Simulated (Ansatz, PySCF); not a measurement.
The pair A = GaH3 (SMILES [GaH3]) (first 4 atoms), B = NH3 (SMILES N); geometry from B3LYP-D3(BJ)/def2-TZVP.
(charge 0, multiplicity 1):
```
atom    x (Å)    y (Å)    z (Å)
----  -------  -------  -------
Ga     0.4703  -0.3679   0.7709
H      0.0872  -1.9012   0.8392
H     -0.2810   0.5411  -0.2834
H      1.9285   0.0557   1.2143
N     -0.5943   0.2920   2.5553
H     -1.5876   0.1058   2.4681
H     -0.2501  -0.1936   3.3767
H     -0.4684   1.2884   2.6982
```

Frozen-core correlation. Filled d and f shells under p-block atoms count as core. CBS: X⁻³ extrapolation of the correlation energy, Hartree–Fock from the larger set.

Programs: Ansatz (a program for electronic structure); PySCF for the dispersion terms. Each number belongs to the level named beside it.

The monomers are drawn apart, rigid, along the line of their centres of mass. Counterpoise-corrected interaction energies (kcal/mol):

```csv
level,R = 3.125 Å,R = 3.997 Å
PBE/def2-TZVPPD,-11.4026,-3.9505
PBE-D3(BJ)/def2-TZVPPD,-12.1831,-4.3191
wB97M-V/def2-TZVPPD,-11.8129,-4.1304
"CCSD(T)/CBS(aug-cc-pVDZ, aug-cc-pVTZ)",-11.9178,-4.2428
```

Question: R is the distance of the centres of mass. Find the local exponent m of E ∝ R⁻ᵐ between the two points.

Answer: 
m = ln(E₁/E₂)/ln(R₂/R₁): PBE/def2-TZVPPD 4.3; PBE-D3(BJ)/def2-TZVPPD 4.2; wB97M-V/def2-TZVPPD 4.3; CCSD(T)/CBS(aug-cc-pVDZ, aug-cc-pVTZ) 4.2. For scale, two fixed dipoles give m = 3, dipole and quadrupole 4, quadrupoles 5, and dispersion or dipole-induced dipole 6 at long range; at these distances several terms mix, and what is left of overlap and damping shifts m, so it need not match one of them.
